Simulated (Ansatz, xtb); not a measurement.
**CH5GeNZn: where a starting geometry ends**

The starting geometry of this gas-phase singlet was built from a drawn formula by distance geometry; its bonds are those of `C[N]1[Zn][GeH2]1`.

```yaml
atoms:
  - { symbol: C, position_ang: [-0.8698, 1.1272, -0.8552] }
  - { symbol: Ge, position_ang: [1.6559, -0.0632, -0.6083] }
  - { symbol: N, position_ang: [-0.0292, 0.0778, -1.4620] }
  - { symbol: Zn, position_ang: [-0.1256, -1.4700, -0.5524] }
  - { symbol: H, position_ang: [-1.0832, 0.8167, 0.2051] }
  - { symbol: H, position_ang: [-1.9066, 1.0311, -1.3751] }
  - { symbol: H, position_ang: [-0.4681, 2.1528, -0.9801] }
  - { symbol: H, position_ang: [2.7731, -0.7655, -1.2854] }
  - { symbol: H, position_ang: [2.0593, 1.4346, -0.1007] }
```

Problem. Where would you expect an optimisation with r2SCAN-D4/def2-SVP to take it?

Solution. It keeps its bonds, and is `C[N]1[Zn][GeH2]1`.

The energy falls by 1.03 eV over 18 steps:

```json
{"step": "1", "E − E(last) (eV)": "1.031"}
{"step": "3", "E − E(last) (eV)": "0.365"}
{"step": "5", "E − E(last) (eV)": "0.219"}
{"step": "7", "E − E(last) (eV)": "0.147"}
{"step": "9", "E − E(last) (eV)": "0.062"}
{"step": "10", "E − E(last) (eV)": "0.031"}
{"step": "12", "E − E(last) (eV)": "0.002"}
{"step": "14", "E − E(last) (eV)": "0.001"}
{"step": "16", "E − E(last) (eV)": "0.000"}
{"step": "18", "E − E(last) (eV)": "0.000"}
```

Final geometry (Å):

```yaml
atoms:
  - { symbol: C, position_ang: [-0.9373, 1.1170, -0.8658] }
  - { symbol: Ge, position_ang: [1.7026, -0.1600, -0.6975] }
  - { symbol: N, position_ang: [-0.1967, -0.0570, -0.5082] }
  - { symbol: Zn, position_ang: [0.1795, -1.8150, 0.0012] }
  - { symbol: H, position_ang: [-1.9279, 1.1232, -0.3735] }
  - { symbol: H, position_ang: [-1.1171, 1.2300, -1.9564] }
  - { symbol: H, position_ang: [-0.4241, 2.0451, -0.5294] }
  - { symbol: H, position_ang: [2.2890, -0.1297, -2.1445] }
  - { symbol: H, position_ang: [2.4379, 0.9882, 0.0603] }
```

From the same start GFN2-xTB ends elsewhere, differing in N3–Zn4 (3.42 against 1.87 Å here).

The end wasn't checked by frequencies. Run with Ansatz 0.2.0, 35 s on 2 threads of Intel(R) Xeon(R) 6975P-C (Granite Rapids), with other jobs on the host.
